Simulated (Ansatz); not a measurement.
**Two structures, one formula**

The two ends of one reaction step of SiNH$_{8}$OF, closed shell (PBE0-D4/def2-TZVP).

A:

```
12
angstrom
Si -1.5664 -0.3622 0.2109
H 1.9823 -1.5522 -1.2085
H -1.4559 -1.7766 -0.2027
H -2.9534 0.1476 0.2707
N -0.6448 0.6218 -0.8305
H 1.5963 0.5504 1.8259
F -1.0040 -0.2929 1.7121
H 2.1040 -1.0341 -0.6804
O 1.8476 0.9064 0.9702
H -0.9684 1.5226 -1.1409
H 0.0573 0.2354 -1.4406
H 1.0056 1.0337 0.5139
```

B:

```csv
atom,x (Å),y (Å),z (Å)
Si1,-0.9906,-1.0470,0.1745
H2,0.4553,-1.3783,0.0113
H3,-1.8668,-1.2285,-1.0078
H4,-1.3201,0.0346,1.1370
N5,-0.3147,0.7493,-1.0206
H6,2.1821,1.2566,1.6155
F7,-1.4412,-2.3472,1.0608
H8,1.8257,-0.0373,0.8784
O9,2.0514,0.8890,0.7384
H10,-1.0504,1.4394,-1.1142
H11,-0.0010,0.5021,-1.9520
H12,0.4704,1.1672,-0.5213
```

Ansatz 0.2.0; basis: def2-TZVPP; cores frozen in the correlated methods. B3LYP uses VWN-RPA correlation.

Task: Which structure is lower at CCSD(T), and by how much? (To be estimated.)

Result: Computed: A, by 19.7 kJ/mol (electronic energy, against the other). By their contacts, A is a complex of SiNH₄F ([NH2][SiH2][F]) + H₂O + H₂ and B is a complex of SiH₃F ([F][SiH3]) + H₂O + NH₃.

Task: Do the other methods give the same order? (Judge from chemistry; the calculation decides.)

Result: By the calculation: Not all: SPW92 gives the other order.

```json
{"method": "SPW92", "E(B) − E(A) (kJ/mol)": "-2.0"}
{"method": "PBE-D4", "E(B) − E(A) (kJ/mol)": "13.3"}
{"method": "BLYP-D4", "E(B) − E(A) (kJ/mol)": "26.6"}
{"method": "r2SCAN-D4", "E(B) − E(A) (kJ/mol)": "20.9"}
{"method": "B97M-V", "E(B) − E(A) (kJ/mol)": "18.2"}
{"method": "PBE0-D4", "E(B) − E(A) (kJ/mol)": "13.1"}
{"method": "B3LYP-D4", "E(B) − E(A) (kJ/mol)": "24.7"}
{"method": "r2SCAN0-D4", "E(B) − E(A) (kJ/mol)": "19.2"}
{"method": "BHLYP-D4", "E(B) − E(A) (kJ/mol)": "24.3"}
{"method": "CAM-B3LYP-D4", "E(B) − E(A) (kJ/mol)": "23.2"}
{"method": "wB97X-V", "E(B) − E(A) (kJ/mol)": "19.3"}
{"method": "wB97M-V", "E(B) − E(A) (kJ/mol)": "19.1"}
{"method": "B2PLYP", "E(B) − E(A) (kJ/mol)": "24.3"}
{"method": "PBE-QIDH", "E(B) − E(A) (kJ/mol)": "16.0"}
{"method": "RPA on PBE", "E(B) − E(A) (kJ/mol)": "18.3"}
{"method": "HF", "E(B) − E(A) (kJ/mol)": "34.8"}
{"method": "MP2", "E(B) − E(A) (kJ/mol)": "24.1"}
{"method": "CCSD", "E(B) − E(A) (kJ/mol)": "20.6"}
{"method": "CCSD(T)", "E(B) − E(A) (kJ/mol)": "19.7"}
```

T1 diagnostic: at most 0.011.

Labels in which every atom is bracketed show which atoms are joined, not bond orders.

For scale, one of the runs: CCSD(T)/def2-TZVPP, 247 basis functions, launched by `ansatz run in.yaml --threads 4 --pin off --events-out ev --progress --plain --max-ram 9574MiB`. Hardware: 4 CPU threads of an Arm Neoverse V1, shared host. Wall time 2.1 min; peak host memory 5.3 GiB.
